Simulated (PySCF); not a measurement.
SMILES [O][Si](O)(O)O[Si](O)(O)O (H₅O₇Si₂), doublet (PBE0/def2-SVP optimised geometry):

```
14

O     -3.070     0.553     1.809
Si    -2.215    -0.806     2.339
O     -3.277    -2.051     2.420
O     -1.602    -0.343     3.788
O     -0.985    -1.156     1.328
Si    -0.336    -0.396     0.000
O     -0.849     1.166     0.000
O      1.305    -0.396     0.000
O     -0.845    -1.305    -1.270
H     -3.044    -2.835     1.912
H     -2.229    -0.241     4.511
H     -1.722     1.305     0.396
H      1.722     0.323     0.483
H     -0.386    -1.153    -2.100
```

Method: unrestricted PBE0/def2-TZVP run with PySCF.

Q: What are the frontier orbital energies (α orbitals alone; a β orbital can be the lowest empty one) and the dipole moment?

A: HOMO-2 -9.82 eV, HOMO-1 -9.59 eV, HOMO -9.10 eV, LUMO 0.13 eV, LUMO+1 0.81 eV; dipole moment 0.96 D.

On the same geometry unrestricted PBE/def2-TZVP run with PySCF gives HOMO-2 -7.86 eV, HOMO-1 -7.78 eV, HOMO -7.30 eV, LUMO -0.82 eV, LUMO+1 -0.11 eV; dipole moment 1.44 D.

Meta-Löwdin charges at PBE0/def2-TZVP: O1 -0.47, Si2 1.62, O3 -0.74, O4 -0.73, O5 -0.84, Si6 1.62, O7 -0.77, O8 -0.76, O9 -0.76, H10 0.37, H11 0.37, H12 0.36, H13 0.37, H14 0.36.
